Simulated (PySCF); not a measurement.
Fill in the blanks.

Compound: CH10AlNSi2.
SMILES: `[CH3][AlH][N]([SiH3])[SiH3]`

Conformer (atom-mapped SMILES and torsion angles): `[CH3:1][AlH:2][N:3]([SiH3:4])[SiH3:5]`: C1–Al2–N3–Si4 -2°.

```tsv
property	level	value
rotational constants A, B, C	PBE0-D3(BJ)/def2-SVP	?
dipole moment	PBE0/def2-SVPD	?
HOMO energy	PBE0/def2-SVPD	?
LUMO energy	PBE0/def2-SVPD	?
lowest singlet excitation	TDDFT PBE0/def2-SVPD	?
strongest line among the 6 lowest singlet transitions	TDDFT PBE0/def2-SVPD	?
static isotropic polarisability	PBE0/def2-SVPD	?
electronic spatial extent ⟨r²⟩ about the centre of nuclear charge	PBE0/def2-SVPD	1123 bohr²
```

Electronic properties: PySCF, gas phase, density fitting. Isolated species at its PBE0-D3(BJ)/def2-SVP geometry, gas phase.

Question: What are the rotational constants A, B, C?

Answer: 3.065, 1.622, 1.095 GHz.

Question: Give the dipole moment.

Answer: 1.00 D.

Question: Give the LUMO energy.

Answer: -0.77 eV.

Question: What is the HOMO energy?

Answer: -7.72 eV.

Question: The strongest line among the 6 lowest singlet transitions?

Answer: S2 at 5.96 eV (208 nm, f = 0.083).

Question: What is the static isotropic polarisability?

Answer: 101.1 au.

Question: What is the lowest singlet excitation?

Answer: 5.88 eV (211 nm, f = 0.006).

With B = h/(8π²I), that is 505.379 GHz u Å² over I, the principal moments of inertia are 164.9, 311.5 and 461.5 u Å² (most abundant isotopes); the inertial defect Ic − Ia − Ib is -14.9 u Å² (zero for a rigid planar frame, negative otherwise). The polarisability is 14.98 Å³ as a volume (1 au = 0.148185 Å³), or 1.58 au for each of the 64 electrons. The rotational constants make it an asymmetric top with κ = (2B − A − C)/(A − C) = -0.46, nearer the prolate limit (−1). The principal polarisabilities are 83.4, 105.5 and 114.4 au; their mean is the isotropic value. In atomic units the dipole is 0.39 e·bohr (1 au = 2.5417 D).
